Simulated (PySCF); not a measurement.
# Peak assignment

Numbering as in the mapped SMILES `[CH:1]#[C:2]/[C:3]([CH:4]=[CH2:5])=[C:6](/[CH3:7])[C:8]#[N:9]` (H(Xn): hydrogen on atom n). Ha(C5) is cis to C3; Hb(C5) is trans to C3.

No relativistic terms, in vacuum, one conformer, equivalent nuclei averaged. Shieldings: GIAO CAM-B3LYP/pcSseg-1; spin–spin couplings from B3LYP/pcJ-1 (without the spin–dipole term); geometry from PBE0-D3(BJ)/def2-SVP; PySCF.

References, each an isolated molecule treated in the same way: ¹³C and ¹H against TMS.

(1) Assign these signals to the numbered atoms. ¹³C{¹H} NMR (computed): δ 145.1, 139.7, 135.8, 126.1, 125.4, 99.2, 79.7, 17.6.

(2) Assign these signals to the numbered atoms. ¹H NMR (500 MHz, computed): δ 6.51 (m, 1H), 6.31 (m, 1H), 5.88 (m, 1H), 3.60 (q, J = 1.4 Hz, 1H), 1.98 (q, J = 1.2 Hz, 3H).

Results:

(1) 
145.1 → C3, fully substituted alkene carbon: an sp2 carbon of a C=C bond
139.7 → C4, alkene CH: an sp2 carbon of a C=C bond
135.8 → C5, terminal =CH2 carbon: an sp2 carbon of a C=C bond
126.1 → C6, fully substituted alkene carbon: the olefinic region
125.4 → C8, nitrile carbon: typical of a nitrile
99.2 → C1, terminal alkyne carbon: the triple bond shields along its axis, which puts it between sp3 and sp2 carbons
79.7 → C2, alkyne carbon: sp carbons lie upfield of alkene carbons because the cylindrical π system leaves one tensor component strongly shielded
17.6 → C7, allylic methyl carbon: a saturated carbon with 1 carbon neighbour and no heteroatom attached

C6 and C8 lie closer than the usual error of such a calculation, so a measured spectrum could show them in the other order.

(2) 
```tsv
δ (ppm)	atoms	environment	reason
6.51	H(C4)	hydrogen on an alkene CH	olefinic region
6.31	Ha(C5)	hydrogen on a terminal =CH2 carbon	olefinic region
5.88	Hb(C5)	hydrogen on a terminal =CH2 carbon	–
3.60	H(C1)	hydrogen on a terminal alkyne carbon	it lies on the axis of the triple bond, in its shielding cone
1.98	H(C7)	hydrogen on an allylic methyl carbon	allylic position
```

Splittings below 1 Hz are ignored in the labels, and close J values are merged. Unscaled 3J(H,H) at this level run about 10 % above measured values. Shifts are as computed, not scaled to solution data. Of 1211 compounds with measured shifts, 218 miss one by over three times the rms of a fit or turn the order of signals round; such compounds aren't used in these exercises.
